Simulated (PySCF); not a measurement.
**Two-component Hartree-Fock for Se³⁺ (selenium, charge +3)**

Start: [Ar] 3d10 4s1 4p2; 4s1/2 filled at m_j = +1/2; 4p3/2 filled at m_j = +1/2, +3/2. Calculated with PySCF 2.14 in x2c-TZVPall-2c with one added diffuse shell each of s, p, d type (7s8p5d1f, 63 functions): generalised Hartree-Fock with the X2C-1e Hamiltonian and a Gaussian nucleus; one run each with spin-orbit coupling (SO) switched off, then screened by Boettger's factors. This is a chosen level, not necessarily the ground level.

```json
{"spinor shell": "1s1/2", "electrons": "2", "ε, spin-free (eV)": "-12775.9", "ε, screened SO (eV)": "-12775.7", "weight of nominal j (screened SO)": "1.000", "rms radius, screened SO (bohr)": "0.0508"}
{"spinor shell": "2s1/2", "electrons": "2", "ε, spin-free (eV)": "-1734.3", "ε, screened SO (eV)": "-1734.3", "weight of nominal j (screened SO)": "1.000", "rms radius, screened SO (bohr)": "0.212"}
{"spinor shell": "2p1/2", "electrons": "2", "ε, spin-free (eV)": "-1525.0", "ε, screened SO (eV)": "-1553.6", "weight of nominal j (screened SO)": "1.000", "rms radius, screened SO (bohr)": "0.187"}
{"spinor shell": "3s1/2", "electrons": "2", "ε, spin-free (eV)": "-288.18", "ε, screened SO (eV)": "-288.21", "weight of nominal j (screened SO)": "1.000", "rms radius, screened SO (bohr)": "0.612"}
{"spinor shell": "3p1/2", "electrons": "2", "ε, spin-free (eV)": "-220.48", "ε, screened SO (eV)": "-224.72", "weight of nominal j (screened SO)": "0.994", "rms radius, screened SO (bohr)": "0.628"}
{"spinor shell": "3p3/2", "electrons": "4", "ε, spin-free (eV)": "-220.48", "ε, screened SO (eV)": "-218.51", "weight of nominal j (screened SO)": "0.997", "rms radius, screened SO (bohr)": "0.638"}
{"spinor shell": "3d3/2", "electrons": "4", "ε, spin-free (eV)": "-108.19", "ε, screened SO (eV)": "-108.84", "weight of nominal j (screened SO)": "0.939", "rms radius, screened SO (bohr)": "0.689"}
{"spinor shell": "3d5/2", "electrons": "6", "ε, spin-free (eV)": "-108.19", "ε, screened SO (eV)": "-107.82", "weight of nominal j (screened SO)": "0.959", "rms radius, screened SO (bohr)": "0.690"}
{"spinor shell": "4s1/2", "electrons": "1", "ε, spin-free (eV)": "-59.431", "ε, screened SO (eV)": "-59.432", "weight of nominal j (screened SO)": "1.000", "rms radius, screened SO (bohr)": "1.76"}
{"spinor shell": "4p3/2", "electrons": "2", "ε, spin-free (eV)": "-44.096", "ε, screened SO (eV)": "-44.018", "weight of nominal j (screened SO)": "0.805", "rms radius, screened SO (bohr)": "1.99"}
```

Q: Where does 2p3/2 lie, and what is the 2p spin-orbit splitting (screened SO)?

A: At -1511.3 eV, 42.330 eV above 2p1/2.

```tsv
quantity	spin-free	screened SO
E (hartree)	-2425.48736	-2425.59606
M_J	5/2	5/2
⟨J²⟩	8.754	8.753
⟨L²⟩	2.003	2.019
⟨S²⟩	3.751	3.743
```

Each row is a mean over spinors that exchange with the open shell spreads, by up to 1.428 eV (3s1/2).

Rows whose weight is well below 1 are mixtures of j = l ± 1/2: exchange outweighs spin-orbit coupling there, and the label is only the starting occupation.

Without spin-orbit coupling the j labels of p, d and f shells carry no meaning; the spin-free column gives the mean over the occupied spinors of each nl shell.
